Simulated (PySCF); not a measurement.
C4H7NO2Si.
Bonds: N1–C2 (triple), C2–Si3, Si3–O4, O4–C5, C5–C6, C6–C7, C7–O8, Si3–O8. Hydrogens: H9 on Si3; H10, H11 on C5; H12, H13 on C6; H14, H15 on C7.

Probes without a nucleus sit at each ring's centroid and 1 Å off its mean plane on both sides; NICS is minus the shielding there, NICSzz its component along the normal. Level: GIAO PBE0/pcSseg-1 (PySCF, non-relativistic, gas phase) on the PBE0-D3(BJ)/def2-SVP geometry, one conformer.

Ring bond lengths (Å), with Mayer bond orders in brackets: Si3–O4 1.648 (0.99), O4–C5 1.418 (0.86), C5–C6 1.523 (1.04), C6–C7 1.522 (1.04), C7–O8 1.419 (0.86), O8–Si3 1.647 (0.99).

Problem. What do the NICS probes read (ppm)?

Solution. 
| ring | type | NICS(0) | NICS(1), two faces | NICS(1)zz, two faces | rms pucker (Å) | centre to ring atoms, mean (Å) |
| --- | --- | --- | --- | --- | --- | --- |
| Si3–O4–C5–C6–C7–O8 | 6-membered ring with 2 O and Si; formal bonds all single | -1.5 | -0.1 / -2.0 | 3.1 / 2.0 | 0.24 | 1.49 |

Problem. What do they say, and how far can they be read as aromaticity?

Solution. 
- Si3–O4–C5–C6–C7–O8: mean NICS(1)zz 2.5 ppm, near zero. Si3, C5, C6, C7 have four or more neighbours, and the NICS criterion for π rings isn't applied.

Problem. What are the shieldings of the ring atoms and their hydrogens in the same run (means over atoms taken as equivalent)?

Solution. 
```json
{"atoms": "Si3", "environment": "oxygen-bound silicon", "σ isotropic (ppm)": "413.9", "principal values of the symmetric part, first atom (ppm)": "365.2, 429.3, 447.1"}
{"atoms": "O4 (×2)", "environment": "silyl ether oxygen", "σ isotropic (ppm)": "283.9", "principal values of the symmetric part, first atom (ppm)": "224.9, 300.8, 326.1"}
{"atoms": "C5 (×2)", "environment": "sp3 carbon bound to oxygen", "σ isotropic (ppm)": "116.9", "principal values of the symmetric part, first atom (ppm)": "95.7, 101.2, 153.9"}
{"atoms": "C6", "environment": "ring CH2 carbon", "σ isotropic (ppm)": "151.5", "principal values of the symmetric part, first atom (ppm)": "140.0, 154.7, 159.8"}
{"atoms": "H9", "environment": "Si–H hydrogen", "σ isotropic (ppm)": "26.76", "principal values of the symmetric part, first atom (ppm)": "23.1, 24.1, 33.0"}
{"atoms": "H10 (×2)", "environment": "methylene hydrogen", "σ isotropic (ppm)": "27.04", "principal values of the symmetric part, first atom (ppm)": "22.6, 26.0, 32.5"}
{"atoms": "H11 (×2)", "environment": "methylene hydrogen", "σ isotropic (ppm)": "26.93", "principal values of the symmetric part, first atom (ppm)": "22.5, 26.1, 32.3"}
{"atoms": "H12", "environment": "methylene hydrogen", "σ isotropic (ppm)": "29.97", "principal values of the symmetric part, first atom (ppm)": "26.3, 27.1, 36.6"}
{"atoms": "H13", "environment": "methylene hydrogen", "σ isotropic (ppm)": "28.69", "principal values of the symmetric part, first atom (ppm)": "26.6, 26.7, 32.7"}
```

Problem. How do the values depend on the level or the medium?

Solution. 
```json
{"level": "PBE0/pcSseg-1, gas", "NICS(0), Si3–O4–C5–C6–C7–O8": "-1.5", "mean NICS(1)zz, Si3–O4–C5–C6–C7–O8": "2.5"}
{"level": "PBE0/pcSseg-1, IEF-PCM acetonitrile", "NICS(0), Si3–O4–C5–C6–C7–O8": "-1.4", "mean NICS(1)zz, Si3–O4–C5–C6–C7–O8": "2.6"}
{"level": "PBE0/pcSseg-1, IEF-PCM chloroform", "NICS(0), Si3–O4–C5–C6–C7–O8": "-1.4", "mean NICS(1)zz, Si3–O4–C5–C6–C7–O8": "2.6"}
```

The geometry is the same throughout; the continuum's cavity takes Bondi-type radii × 1.2.
